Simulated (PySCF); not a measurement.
Job for PySCF: R-B3LYP/6-31G* on CH3F (SMILES CF) with ghost functions.

```python
from pyscf import gto, scf, dft, mp
from pyscf.data.elements import chemcore

mol = gto.M(
    atom='''
    C    -0.52350377    0.49054430    0.50435920
    F    -0.42282159   -0.84566918    0.87486186
    H     0.28095911    1.04886373    0.98411384
    H    -0.43575134    0.55976037   -0.58044856
    H    -1.49080586    0.87315133    0.83072976
    ghost-C   -0.63027306    0.32105347    4.12259669
    ghost-C    0.78465588   -0.24991041    4.10478078
    ghost-H   -1.00506564    0.42611756    5.14274487
    ghost-H   -1.31961464   -0.32562092    3.57752579
    ghost-H   -0.66633038    1.30932834    3.65844485
    ghost-H    1.48631159    0.40617310    4.62420585
    ghost-H    1.14170220   -0.38585191    3.08284196
    ghost-H    0.82169669   -1.22560409    4.59321783
    ''',
    basis='6-31g*',
    cart=True,
    charge=0, spin=0, verbose=3, max_memory=1800)
mf = dft.RKS(mol, xc='b3lyp')
mf.conv_tol = 1e-8
mf.max_cycle = 100
mf.kernel()
if not mf.converged:
    mf = mf.newton().run(mf.mo_coeff, mf.mo_occ)
```

Program output:

```
converged SCF energy = -139.736173872264
```

Self-consistency was reached.

Cost: about 4 core-seconds (a rough figure).
